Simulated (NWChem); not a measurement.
**Basis-set dependence for Tl**

SMILES: [Tl]
```xyz
1

Tl     0.0000     0.0000     0.0000
```
Charge 0, spin multiplicity 2.

The numbers come from NWChem runs, not from measurements.

Hartree-Fock energies in Ha, correlation energies in mHa.

Effective core potentials replace the inner electrons of Tl; spin-orbit coupling is left out. The correlated methods keep 4 core orbitals frozen. The stability of the SCF solutions was not checked. Open-shell Hartree-Fock references start from PBE0 orbitals. Coupled-cluster values serve here as a point of comparison, not as the truth.

```tsv
basis	functions	UHF	UMP2	SCS-UMP2	CCSD on ROHF	CCSD[T] on ROHF	CCSD(T) on ROHF	CCSD on UHF	CCSD[T] on UHF	CCSD(T) on UHF
def2-SVP	26	-171.51340	-51.8	-52.2	-67.7	-69.8	-69.7	-65.5	-67.5	-67.3
def2-TZVP	50	-171.51500	-344.5	-307.2	-323.7	-330.6	-330.2	-321.4	-328.1	-327.6
def2-QZVP	82	-171.51555	-424.5	-378.4	-391.2	-402.4	-402.2	not run	not run	not run
```

From def2-TZVP to def2-QZVP the Hartree-Fock energy moves by -0.6 mHa and the UMP2 correlation energy by -80.0 mHa, which is 19 % of its value in the larger set.
